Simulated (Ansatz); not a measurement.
H₄O₂SeSi, SMILES O[Se]O[SiH3].

Coordinates come from a PBE-D3(BJ)/def2-SVP optimisation. The values are those of a single conformer.

Two levels are set side by side: PBE/def2-SVPD (Ansatz, a first-principles code) and CAM-B3LYP/def2-SVPD (Ansatz). Energy differences of separate SCF runs at the same geometry; the states with an electron removed or added have multiplicity 2 and 2. Differences are taken from unrounded values.

```
quantity                           CAM-B3LYP   PBE  PBE minus CAM-B3LYP
---------------------------------  ---------  ----  -------------------
vertical ionisation energy (eV)         9.28  8.90                -0.38
vertical singlet–triplet gap (eV)       3.09  2.87                -0.22
```
